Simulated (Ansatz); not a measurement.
# Relaxing a trial structure of CH5Sn2+

The starting geometry of this gas-phase singlet was optimised with GFN2-xTB.

```csv
atom,x (Å),y (Å),z (Å)
C,1.3198,-2.0691,-0.4922
Sn,0.1202,-0.2699,-1.1539
Sn,-1.6898,1.9449,-2.0929
H,0.7023,-2.8282,0.0148
H,2.1020,-1.7546,0.2176
H,1.8251,-2.5669,-1.3360
H,-0.8844,2.4189,-0.4832
H,0.0235,2.2172,-2.7614
```

Problem. Predict what becomes of its bonds when it is optimised with r2SCAN-D4/def2-SVP.

Solution. New bonds form, giving a structure with H7 bridging Sn3 and Sn2, H8 bridging Sn3 and Sn2, given below by its coordinates. Contacts that close: Sn2–H7 (2.95 → 2.02 Å), Sn2–H8 (2.96 → 2.01 Å).

The energy falls by 1.26 eV over 26 steps:

```tsv
step	E − E(last) (eV)
1	1.263
4	0.748
7	0.175
9	0.045
12	0.001
15	0.000
18	0.000
20	0.000
23	0.000
26	0.000
```

Final geometry (Å):

```xyz
8

C     1.1439   -1.6016   -0.6310
Sn   -0.4571   -0.4518   -1.5244
Sn   -1.1563    2.1952   -1.8767
H     0.7041   -2.2550    0.1366
H     1.8709   -0.9063   -0.1887
H     1.6077   -2.2073   -1.4233
H    -0.6587    1.1420   -0.3079
H     0.4641    1.1769   -2.2717
```

Frequencies at the end are all real (lowest 44 cm⁻¹). Atoms past krypton carry core potentials, without spin–orbit terms. Run with Ansatz 0.2.0, 26 s on 2 threads of Intel(R) Xeon(R) 6975P-C (Granite Rapids), on a shared host.
